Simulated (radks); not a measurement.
Values are calculated unless marked as measured or tabulated.
Initial-state core-level shifts of neutral lutetium when its valence configuration changes from [Xe] 4f14 5d1 6s2. Level of theory: scalar-relativistic Kohn-Sham, PBE, spin-polarised, spherical densities, finite nucleus; open shells are filled with parallel spins first (spin-orbit coupling, left out, can overturn this in heavy ions); Fermi nuclear charge, rms radius 5.37 fm (a radial shooting solver on a logarithmic mesh with Libxc functionals). Shifts are changes of the shell-averaged eigenvalues in eV (positive: less bound); the change of the density at the nucleus, which sets a Mossbauer isomer shift, is in e/bohr^3, on a base of 1.177e+06.

| valence | 1s | 2s | 3p | 5s | density at nucleus |
|---|---|---|---|---|---|
| 4f13 5d2 6s2 | -7.377 | -7.954 | -8.867 | -3.971 | +58.1 |
| 4f13 5d1 6s2 6p1 | -10.840 | -11.499 | -12.370 | -7.509 | +79.8 |
| 4f14 5d1 6s1 6p1 | -1.256 | -1.245 | -1.240 | -1.264 | -41.8 |
| 4f14 5d2 6s1 | +1.170 | +1.230 | +1.211 | +1.310 | -47.7 |
| 4f14 5d1 6s1.5 6p0.5 | -0.683 | -0.677 | -0.674 | -0.685 | -19.7 |
| 4f13 5d2 6s1 6p1 | -8.615 | -9.184 | -10.097 | -5.204 | +13.3 |
| 4f13 5d2.5 6s1 6p0.5 | -7.082 | -7.616 | -8.543 | -3.622 | +8.8 |
| 4f13.5 5d1.5 6s2 | -3.612 | -3.887 | -4.318 | -2.017 | +28.5 |
| 4f12 5d1 6s2 6p2 | -23.150 | -24.618 | -26.527 | -15.490 | +172.6 |
